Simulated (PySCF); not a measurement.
A calculated (BP86, PySCF 2.14, x2c-TZVPall, scalar relativity by spin-free X2C-1e) atom or ion has these occupied shells.

```json
{"shell": "1s β", "electrons": "1", "orbital energy (eV)": "-23028.9", "rms radius, mean of both spins (bohr)": "0.0374"}
{"shell": "1s α", "electrons": "1", "orbital energy (eV)": "-23028.9", "rms radius, mean of both spins (bohr)": "0.0374"}
{"shell": "2s α", "electrons": "1", "orbital energy (eV)": "-3358.1", "rms radius, mean of both spins (bohr)": "0.154"}
{"shell": "2s β", "electrons": "1", "orbital energy (eV)": "-3357.7", "rms radius, mean of both spins (bohr)": "0.154"}
{"shell": "2p α", "electrons": "3", "orbital energy (eV)": "-3013.3", "rms radius, mean of both spins (bohr)": "0.136"}
{"shell": "2p β", "electrons": "3", "orbital energy (eV)": "-3012.9", "rms radius, mean of both spins (bohr)": "0.136"}
{"shell": "3s α", "electrons": "1", "orbital energy (eV)": "-617.52", "rms radius, mean of both spins (bohr)": "0.418"}
{"shell": "3s β", "electrons": "1", "orbital energy (eV)": "-617.27", "rms radius, mean of both spins (bohr)": "0.418"}
{"shell": "3p α", "electrons": "3", "orbital energy (eV)": "-504.06", "rms radius, mean of both spins (bohr)": "0.421"}
{"shell": "3p β", "electrons": "3", "orbital energy (eV)": "-503.77", "rms radius, mean of both spins (bohr)": "0.421"}
{"shell": "3d α", "electrons": "5", "orbital energy (eV)": "-322.02", "rms radius, mean of both spins (bohr)": "0.405"}
{"shell": "3d β", "electrons": "5", "orbital energy (eV)": "-321.58", "rms radius, mean of both spins (bohr)": "0.405"}
{"shell": "4s α", "electrons": "1", "orbital energy (eV)": "-104.29", "rms radius, mean of both spins (bohr)": "1.04"}
{"shell": "4s β", "electrons": "1", "orbital energy (eV)": "-102.13", "rms radius, mean of both spins (bohr)": "1.04"}
{"shell": "4p α", "electrons": "3", "orbital energy (eV)": "-72.222", "rms radius, mean of both spins (bohr)": "1.15"}
{"shell": "4p β", "electrons": "3", "orbital energy (eV)": "-69.943", "rms radius, mean of both spins (bohr)": "1.15"}
{"shell": "4d α", "electrons": "5", "orbital energy (eV)": "-26.741", "rms radius, mean of both spins (bohr)": "1.58"}
{"shell": "4d β", "electrons": "2", "orbital energy (eV)": "-25.019", "rms radius, mean of both spins (bohr)": "1.58"}
```

(1) Name the element and its charge.

Results:

(1) Rh²⁺ (rhodium, charge +2), in [Kr] 4d7, high-spin 4F determinant.
